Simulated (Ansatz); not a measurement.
Relaxation of H9NOSi3 (14 atoms, charge 0, multiplicity 1), to a largest force component of 0.02 eV/Å in at most 50 steps.

Level of theory: Ansatz, RKS B3LYP-D4/6-31G*.

```xyz
14
Properties=species:S:1:pos:R:3:forces:R:3
O -0.099 2.341 -0.414 -2.14 3.51 0.70
Si 0.325 0.799 -0.296 3.15 0.90 0.84
Si 1.042 0.350 1.871 0.56 -0.09 0.58
N -0.999 0.026 -0.830 -3.07 -1.84 -0.81
Si -0.801 -1.650 -1.071 -0.77 -0.71 0.40
H -1.010 2.601 -0.029 2.14 -0.69 -0.82
H 1.429 0.577 -1.284 0.25 0.19 0.23
H 1.514 -1.064 1.996 -0.13 0.04 0.11
H -0.011 0.642 2.905 0.09 -0.13 -0.20
H 2.250 1.200 2.250 -0.49 -0.21 -0.29
H -1.343 0.413 -1.703 -0.17 0.46 -0.03
H -2.047 -2.205 -1.547 -0.65 -0.46 -0.37
H -0.497 -2.240 0.225 0.34 -0.37 0.39
H 0.234 -1.820 -2.047 0.90 -0.61 -0.73
```

**Question.** Where does it end, and by what steps?

**Answer.** The forces met the threshold. The force dipped under the threshold on the way, but the program's further checks kept it going. After 28 steps the energy has fallen by 1.001 eV; H14 moved furthest, 1.26 Å.

```
step  energy less start (eV)  largest force component (eV/Å)  accepted
   0                  0.0000                           3.509       yes
   1                 -0.6674                           1.620       yes
   2                 -0.8430                           0.494       yes
   3                 -0.8902                           0.445       yes
   4                 -0.9060                           0.259       yes
   5                 -0.9350                           0.089       yes
   6                 -0.9503                           0.176       yes
   7                 -0.9581                           0.234       yes
   8                 -0.9717                           0.236       yes
   9                 -0.9810                           0.188       yes
  10                 -0.9873                           0.289       yes
  11                 -0.9934                           0.054       yes
  12                 -0.9957                           0.160       yes
  13                 -0.9963                           0.196       yes
  14                 -0.9980                           0.092       yes
  15                 -0.9987                           0.028       yes
  16                 -0.9993                           0.043       yes
  17                 -0.9996                           0.040       yes
  18                 -0.9997                           0.036       yes
  19                 -0.9998                           0.024       yes
  20                 -1.0001                           0.037       yes
  21                 -1.0001                           0.052       yes
  22                 -1.0003                           0.029       yes
  23                 -1.0005                           0.016       yes
  24                 -1.0006                           0.011       yes
  25                 -1.0007                           0.023       yes
  26                 -1.0008                           0.020       yes
  27                 -1.0009                           0.011       yes
  28                 -1.0009                           0.012       yes
```

```xyz
14
Properties=species:S:1:pos:R:3
O -0.545 2.444 -0.155
Si 0.444 1.114 -0.391
Si 1.161 0.258 1.678
N -0.274 -0.154 -1.345
Si -1.008 -1.665 -0.886
H -1.339 2.291 0.376
H 1.566 1.694 -1.171
H 1.920 -1.014 1.528
H 0.015 0.014 2.599
H 2.052 1.261 2.327
H -0.335 0.072 -2.336
H -2.468 -1.706 -1.189
H -0.823 -1.815 0.579
H -0.381 -2.823 -1.582
```

Whether the end is a true minimum wasn't checked by a vibrational analysis.

Run time: 2 min on 2 threads of Arm Neoverse V1, with other jobs on the host, peak memory 0.25 GiB.
